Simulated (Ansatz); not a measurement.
Ansatz (a quantum-chemistry and plane-wave program) input:
A basis named .json is the Basis Set Exchange file of that set.

Ansatz 0.2 input:
```yaml
crystal:
  periodic: [false, false, false]
  atoms:
    - {symbol: N, position_ang: [-0.92230711, -1.34668240, 0.50344748]}
    - {symbol: Si, position_ang: [0.03243505, -0.05121741, -0.03445227]}
    - {symbol: N, position_ang: [-0.59452229, 1.53629563, 0.23591160]}
    - {symbol: O, position_ang: [0.06700685, -0.04591622, -1.65523869]}
    - {symbol: O, position_ang: [1.44581469, -0.02047647, 0.79906304]}
    - {symbol: H, position_ang: [-0.88464871, -1.72298387, 1.43538511]}
    - {symbol: H, position_ang: [-1.65141522, -1.74782095, -0.06122821]}
    - {symbol: H, position_ang: [-1.50938870, 1.78701342, -0.10734372]}
    - {symbol: H, position_ang: [0.03025187, 2.32940795, 0.25657019]}
    - {symbol: H, position_ang: [2.07634363, -0.72472390, 0.63284020]}
basis:
  gaussian:
    orbitals: cc-pwCVTZ.json
magnetization: {spin_polarized: true, initial_magnetization: 1}
correlation: {method: ccsd_t, frozen_orbitals: {H: 0, N: 0, O: 0, Si: 1}}
```

**Question.** Which total energy does the run end on?

**Answer.** -552.25233 Eh (CCSD(T,core; 1s of Na to Cl frozen)/cc-pwCVTZ).

It need not be the lowest isomer of its formula.
